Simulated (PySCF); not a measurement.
Vibration and rotation of AlCu

PBE0 constants of AlCu, ¹Σ⁺ (singlet), closed shell (Al cc-pV(D+d)Z, Cu cc-pVDZ-PP with ECP10; scalar-relativistic core potentials (PySCF 2.14); masses 26.9815 and 62.9296 u):

```
ωe                       : 301.8 cm⁻¹
ωexe                     : 1.26 cm⁻¹
Be                       : 0.16052 cm⁻¹
αe                       : 0.000986 cm⁻¹
De to Al + Cu (3d10 4s1) : 2.23 eV
```

Question: What force constant and bond length do these constants imply?

Answer: Reduced mass μred = 18.885 u; k = 5.8918×10⁻⁷·μred·ωe² (u, cm⁻¹, mdyn/Å) = 1.01 mdyn/Å; Re = √(16.8576/(μred·Be)) (u, cm⁻¹, Å) = 2.358 Å.

Question: Estimate the centrifugal constant D from the Kratzer relation and find the Dunham coefficient a1.

Answer: D = 4Be³/ωe² = 1.82e-07 cm⁻¹; a1 = −1 − αeωe/(6Be²) = -2.92.

Closed-shell solutions of metal pairs were not tested for spin polarisation, which can lower them a little.
